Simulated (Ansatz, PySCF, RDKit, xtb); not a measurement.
Complex: CH4 (SMILES C) (first 5 atoms) with COS (SMILES O=C=S); geometry from B3LYP-D3(BJ)/def2-TZVP, rigid monomers moved along the line of their centres of mass till C1···C7 is 3.19 Å.
(charge 0, multiplicity 1):
```tsv
atom	x (Å)	y (Å)	z (Å)
C	-0.0497	0.0269	0.1932
H	0.1477	-1.0024	0.4896
H	-0.9991	0.3523	0.6157
H	0.7513	0.6674	0.5596
H	-0.0960	0.0891	-0.8931
O	-1.4210	0.3882	3.2000
C	-0.3455	0.0015	3.3694
S	1.1080	-0.5213	3.5989
```

Monomers are frozen at their geometry in the pair; levels with a basis set take the counterpoise correction. Rows marked so take none. RDKit's UFF carries no charges.

Rows in 3-21G, 6-31G* carry no dispersion term and start afresh at each structure (6-31G* with six Cartesian d functions).

The values were computed with Ansatz (an electronic-structure program); PySCF for 3-21G rows, 6-31G* rows, the dispersion terms; RDKit for the force fields; xtb for the GFN methods. 

```csv
level,interaction energy (kcal/mol)
UFF,-0.03
GFN-FF,-0.66
GFN2-xTB,-0.65
HF/6-31G*,2.38
HF/aug-cc-pV(D+d)Z,2.39
r2SCAN-D3(BJ)/def2-TZVPPD,-0.32
B3LYP/3-21G (no counterpoise),0.00
B3LYP/def2-TZVPPD,…
B3LYP-D4/def2-TZVPPD,-0.06
```

### Question
What belongs in the gaps?

### Answer

- B3LYP/def2-TZVPPD, interaction energy (kcal/mol): 1.76
